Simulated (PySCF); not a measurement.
Molecule: SMILES FC[O+]([AlH3-])CF, C2H7AlF2O.

Geometry (Å), atoms numbered from 1 in this order:
```xyz
13

F    -1.5090   -1.2534   -1.0535
C    -1.0674   -0.7799    0.1388
O    -0.0162    0.0996   -0.0758
Al    1.6281   -0.5512    0.6533
C    -0.3327    1.2849   -0.7256
F    -1.1313    2.0394    0.0748
H    -0.6631   -1.6178    0.7189
H    -1.9173   -0.2986    0.6394
H     1.1322   -0.6575    2.1484
H     1.6867   -1.8936   -0.1622
H     2.4570    0.6958    0.1693
H     0.6081    1.8232   -0.8814
H    -0.8796    1.1095   -1.6621
```

Frames of a GFN2-xTB Langevin trajectory at 600 K; GIAO PBE0/pcSseg-1 shieldings in PySCF, gas phase, non-relativistic; equivalent atoms averaged within each frame.

Scale: 19F (170.95 ppm) vs CFCl3; TMS for 13C (186.93 ppm) and 1H (31.72 ppm); H2O for 17O (336.08 ppm); AlH4- for 27Al (489.97 ppm) (reference shieldings calculated alike). The references are static minima.

Task: How do the shifts (ppm) fluctuate along the trajectory?

Result: 
```
         time (fs)   F1/F6  C2/C5     O3    Al4  H7/H8/H12/H13  H9/H10/H11
optimised geometry  -193.5  100.7  105.8   89.0           6.23        4.40
               250  -189.8  104.4  128.5  113.2           6.70        4.86
               425  -141.9  116.7  143.9   97.8           7.06        4.75
               625  -185.4  102.3  113.7  111.5           5.40        4.62
               800  -170.5  110.8  136.2   76.1           6.91        4.62
              1000  -174.0  114.4  122.9   79.6           7.73        4.45
    mean of frames  -172.3  109.7  129.0   95.6           6.76        4.66
standard deviation    18.8    6.2   11.7   17.4           0.85        0.15
```

5 frames give an uncertainty of the mean of about the standard deviation over 2.2 at best, since frames this close in time may not be independent; classical motion lacks zero-point vibration, and the reference would need the same averaging.
